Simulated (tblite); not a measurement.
Compound: C6H11B.
Numbering: `[BH2:1][C@@H:2]1[CH:3]=[CH:4][CH2:5][CH2:6][CH2:7]1` (hydrogens: H8, H9 on B1; H10 on C2; H11 on C3; H12 on C4; H13, H14 on C5; H15, H16 on C6; H17, H18 on C7)

Computed with GFN2-xTB (tblite), gas phase: Langevin dynamics at 300 K from the optimised GFN2-xTB geometry, time step 0.5 fs, friction 0.01 fs⁻¹, 2000 steps. The instantaneous temperature is 2·E(kin)/(3Nk) with all 3N coordinates.

```json
{"t (fs)": "0", "T (K)": "254", "E(pot) above start (eV)": "0.000", "B1–C2 (Å)": "1.573", "C2–C3 (Å)": "1.503", "C3=C4 (Å)": "1.323", "C4–C5 (Å)": "1.498", "C5–C6 (Å)": "1.526", "B1–H8 (Å)": "1.169"}
{"t (fs)": "50", "T (K)": "222", "E(pot) above start (eV)": "0.376", "B1–C2 (Å)": "1.611", "C2–C3 (Å)": "1.499", "C3=C4 (Å)": "1.306", "C4–C5 (Å)": "1.492", "C5–C6 (Å)": "1.539", "B1–H8 (Å)": "1.161"}
{"t (fs)": "100", "T (K)": "243", "E(pot) above start (eV)": "0.546", "B1–C2 (Å)": "1.530", "C2–C3 (Å)": "1.484", "C3=C4 (Å)": "1.362", "C4–C5 (Å)": "1.515", "C5–C6 (Å)": "1.528", "B1–H8 (Å)": "1.186"}
{"t (fs)": "150", "T (K)": "278", "E(pot) above start (eV)": "0.532", "B1–C2 (Å)": "1.593", "C2–C3 (Å)": "1.507", "C3=C4 (Å)": "1.310", "C4–C5 (Å)": "1.543", "C5–C6 (Å)": "1.518", "B1–H8 (Å)": "1.183"}
{"t (fs)": "200", "T (K)": "295", "E(pot) above start (eV)": "0.596", "B1–C2 (Å)": "1.555", "C2–C3 (Å)": "1.538", "C3=C4 (Å)": "1.326", "C4–C5 (Å)": "1.477", "C5–C6 (Å)": "1.615", "B1–H8 (Å)": "1.167"}
{"t (fs)": "250", "T (K)": "338", "E(pot) above start (eV)": "0.684", "B1–C2 (Å)": "1.568", "C2–C3 (Å)": "1.456", "C3=C4 (Å)": "1.333", "C4–C5 (Å)": "1.531", "C5–C6 (Å)": "1.498", "B1–H8 (Å)": "1.178"}
{"t (fs)": "300", "T (K)": "368", "E(pot) above start (eV)": "0.758", "B1–C2 (Å)": "1.584", "C2–C3 (Å)": "1.479", "C3=C4 (Å)": "1.333", "C4–C5 (Å)": "1.513", "C5–C6 (Å)": "1.528", "B1–H8 (Å)": "1.170"}
{"t (fs)": "350", "T (K)": "390", "E(pot) above start (eV)": "0.590", "B1–C2 (Å)": "1.605", "C2–C3 (Å)": "1.489", "C3=C4 (Å)": "1.323", "C4–C5 (Å)": "1.540", "C5–C6 (Å)": "1.563", "B1–H8 (Å)": "1.189"}
{"t (fs)": "400", "T (K)": "308", "E(pot) above start (eV)": "0.669", "B1–C2 (Å)": "1.607", "C2–C3 (Å)": "1.534", "C3=C4 (Å)": "1.322", "C4–C5 (Å)": "1.517", "C5–C6 (Å)": "1.526", "B1–H8 (Å)": "1.282"}
{"t (fs)": "450", "T (K)": "304", "E(pot) above start (eV)": "0.722", "B1–C2 (Å)": "1.519", "C2–C3 (Å)": "1.528", "C3=C4 (Å)": "1.326", "C4–C5 (Å)": "1.526", "C5–C6 (Å)": "1.522", "B1–H8 (Å)": "1.299"}
{"t (fs)": "500", "T (K)": "314", "E(pot) above start (eV)": "0.684", "B1–C2 (Å)": "1.592", "C2–C3 (Å)": "1.460", "C3=C4 (Å)": "1.320", "C4–C5 (Å)": "1.492", "C5–C6 (Å)": "1.523", "B1–H8 (Å)": "1.214"}
{"t (fs)": "550", "T (K)": "319", "E(pot) above start (eV)": "0.486", "B1–C2 (Å)": "1.581", "C2–C3 (Å)": "1.499", "C3=C4 (Å)": "1.321", "C4–C5 (Å)": "1.524", "C5–C6 (Å)": "1.548", "B1–H8 (Å)": "1.167"}
{"t (fs)": "600", "T (K)": "222", "E(pot) above start (eV)": "0.828", "B1–C2 (Å)": "1.661", "C2–C3 (Å)": "1.512", "C3=C4 (Å)": "1.337", "C4–C5 (Å)": "1.481", "C5–C6 (Å)": "1.565", "B1–H8 (Å)": "1.131"}
{"t (fs)": "650", "T (K)": "292", "E(pot) above start (eV)": "0.957", "B1–C2 (Å)": "1.602", "C2–C3 (Å)": "1.509", "C3=C4 (Å)": "1.319", "C4–C5 (Å)": "1.514", "C5–C6 (Å)": "1.541", "B1–H8 (Å)": "1.158"}
{"t (fs)": "700", "T (K)": "460", "E(pot) above start (eV)": "0.592", "B1–C2 (Å)": "1.614", "C2–C3 (Å)": "1.485", "C3=C4 (Å)": "1.345", "C4–C5 (Å)": "1.476", "C5–C6 (Å)": "1.533", "B1–H8 (Å)": "1.192"}
{"t (fs)": "750", "T (K)": "281", "E(pot) above start (eV)": "0.611", "B1–C2 (Å)": "1.589", "C2–C3 (Å)": "1.498", "C3=C4 (Å)": "1.306", "C4–C5 (Å)": "1.514", "C5–C6 (Å)": "1.499", "B1–H8 (Å)": "1.208"}
{"t (fs)": "800", "T (K)": "318", "E(pot) above start (eV)": "0.504", "B1–C2 (Å)": "1.602", "C2–C3 (Å)": "1.523", "C3=C4 (Å)": "1.339", "C4–C5 (Å)": "1.496", "C5–C6 (Å)": "1.562", "B1–H8 (Å)": "1.197"}
{"t (fs)": "850", "T (K)": "244", "E(pot) above start (eV)": "0.855", "B1–C2 (Å)": "1.557", "C2–C3 (Å)": "1.465", "C3=C4 (Å)": "1.299", "C4–C5 (Å)": "1.534", "C5–C6 (Å)": "1.552", "B1–H8 (Å)": "1.201"}
{"t (fs)": "900", "T (K)": "297", "E(pot) above start (eV)": "0.653", "B1–C2 (Å)": "1.606", "C2–C3 (Å)": "1.488", "C3=C4 (Å)": "1.369", "C4–C5 (Å)": "1.495", "C5–C6 (Å)": "1.546", "B1–H8 (Å)": "1.209"}
{"t (fs)": "950", "T (K)": "290", "E(pot) above start (eV)": "0.705", "B1–C2 (Å)": "1.596", "C2–C3 (Å)": "1.491", "C3=C4 (Å)": "1.294", "C4–C5 (Å)": "1.504", "C5–C6 (Å)": "1.575", "B1–H8 (Å)": "1.195"}
{"t (fs)": "1000", "T (K)": "344", "E(pot) above start (eV)": "0.573", "B1–C2 (Å)": "1.562", "C2–C3 (Å)": "1.487", "C3=C4 (Å)": "1.335", "C4–C5 (Å)": "1.493", "C5–C6 (Å)": "1.521", "B1–H8 (Å)": "1.197"}
```

**Question.** From 500 fs on, how do temperature and potential energy compare with equipartition?

**Answer.** The mean temperature of these 11 frames is 307 K against the target 300 K, and the mean potential energy 0.68 eV against 48 × kT/2 = 0.62 eV for 48 classical harmonic modes. For 18 atoms in a canonical ensemble the temperature itself scatters by T·√(2/(3N)) = 58 K; here its standard deviation is 58 K. The whole run lasts only 10 friction times of 100 fs, so these averages carry a wide statistical error.

**Question.** What are the kinetic and total energies of the listed frame with the highest potential energy?

**Answer.** The one at 650 fs, 0.957 eV above the start. Its kinetic energy is 3NkT/2 = 0.679 eV at 292 K, so the sum is 1.64 eV; over the listed frames the sum runs from 0.59 to 1.66 eV, since the thermostat adds and removes energy.

**Question.** How much do the listed bonds fluctuate from 500 fs on?

**Answer.** 
```json
{"bond": "B1–C2", "at the start (Å)": "1.573", "mean (Å)": "1.597", "standard deviation (Å)": "0.026"}
{"bond": "C2–C3", "at the start (Å)": "1.503", "mean (Å)": "1.492", "standard deviation (Å)": "0.018"}
{"bond": "C3=C4", "at the start (Å)": "1.323", "mean (Å)": "1.326", "standard deviation (Å)": "0.021"}
{"bond": "C4–C5", "at the start (Å)": "1.498", "mean (Å)": "1.502", "standard deviation (Å)": "0.017"}
{"bond": "C5–C6", "at the start (Å)": "1.526", "mean (Å)": "1.542", "standard deviation (Å)": "0.021"}
{"bond": "B1–H8", "at the start (Å)": "1.169", "mean (Å)": "1.188", "standard deviation (Å)": "0.024"}
```

The motion is classical and holds no zero-point motion.

The cost below is that of the whole dynamics run. Time: 8.8 s; peak memory 0.18 GiB. Hardware: an Arm Neoverse V2 with one thread, no GPU, shared host with 96 logical CPUs at a one-minute load of 60.
